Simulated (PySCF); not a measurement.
Electron correlation in P (phosphorus, neutral)

[Ne] 3s2 3p3, high-spin 4S determinant. All numbers are calculated (PySCF 2.14, the spin-free X2C one-electron Hamiltonian (Gaussian nucleus), in x2c-TZVPPall (5s5p3d1f, 42 functions)). Frozen: [Ne]; 5 electrons correlated.

```
  level  correlation energy (mhartree)
   CCSD                        -100.88
    (T)                          -3.82
CCSD(T)                        -104.70
```

Diagnostics: T1 = 0.0044, D1 = 0.0070, largest double amplitude 0.063.

Cost of the coupled-cluster step: roughly 0.4 core-seconds, for 5 correlated electrons.
